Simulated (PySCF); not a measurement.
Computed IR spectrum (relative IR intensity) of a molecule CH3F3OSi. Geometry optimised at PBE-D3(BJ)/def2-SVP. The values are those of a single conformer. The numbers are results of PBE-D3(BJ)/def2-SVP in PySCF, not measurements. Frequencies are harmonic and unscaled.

ν (cm⁻¹): 70 (vw), 184 (vw), 251 (w), 290 (w), 321 (w), 369 (vs), 409 (w), 746 (vw), 854 (vs), 945 (vs), 960 (vs), 1044 (s), 1129 (m), 1253 (vw), 1343 (m), 1395 (vw), 2906 (m), 3026 (vw), 3691 (m) (against the strongest line: vs over 80 %, s over 45 %, m over 15 %, w over 4 %, vw less)

Which molecule gave these data?
A. O[SiH2]C(F)(F)F
B. O[Si](F)(F)CF
C. OC[Si](F)(F)F
D. CO[Si](F)(F)F

C, OC[Si](F)(F)F
